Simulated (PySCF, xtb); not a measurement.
Al(OH)3 cation (AlH3O3), SMILES [Al]([OH])([OH])[OH] (connectivity only; charge and spin as stated), charge +1, multiplicity 2. One conformer was computed; it need not be the lowest.

Harmonic wavenumbers (cm⁻¹) from GFN2-xTB (xtb) at its own minimum, in rising order: 171, 171, 282, 359, 360, 379, 382, 391, 516, 695, 880, 882, 3573, 3574, 3599.

Task: What does PySCF with PBE0-D3(BJ)/def2-SVP give at its own minimum? (An estimate is asked for; the answer gives what the named calculation found.)

Result: 37, 38, 110, 111, 176, 260, 380, 380, 499, 748, 804, 804, 3949, 3949, 3976. Paired by order, the mean absolute difference is 157 cm⁻¹ and the zero-point energies are 23.2 and 23.2 kcal/mol.
